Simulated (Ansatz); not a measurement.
Gas-phase electronic energies from Ansatz, PBE0-D4/def2-TZVP geometries. CCSD(T)/CBS is the MP2 limit (def2-TZVPP, def2-QZVPP) plus CCSD(T) − MP2 in def2-TZVPP, frozen cores. Functionals use def2-TZVPP. B3LYP here is the variant with VWN-RPA as its local correlation; programs differ in this. Each species was taken in one conformer, which may not be the lowest.

Consider the cleavage of the B–Si bond: `B[SiH](F)OC` + `CN[SiH2]N` → `BN(C)[SiH2]N` + `CO[SiH2]F`.

| level | ΔE (kcal/mol) |
| --- | --- |
| B3LYP-D4 | -41.9 |
| ωB97X-V | -40.5 |
| PBE | -40.4 |
| r2SCAN | -42.0 |
| PBE0 | -40.2 |
| HF/def2-TZVPP | -38.8 |
| CCSD(T)/def2-TZVPP | -42.5 |
| CCSD/CBS(def2) | -40.6 |

Task: What does CCSD(T)/CBS give? (An estimate is asked.)

Result: Computed: -41.6 kcal/mol. The listed levels differ from it by -0.3, 1.1, 1.2, -0.4, 1.4, 2.8, -0.9, 1.0 kcal/mol.

Largest T1 diagnostic among the species: 0.012.

The D4 term adds −1.0 kcal/mol with B3LYP and −0.6 kcal/mol with PBE0; it sums over pairs of atoms, weighted by their polarisabilities, and B3LYP, whose exchange is more repulsive, gets the larger term. In def2-TZVPP, CCSD(T) changes the Hartree–Fock value by −3.6 kcal/mol (the triples alone add −1.0 kcal/mol) and MP2 by −5.4 kcal/mol.
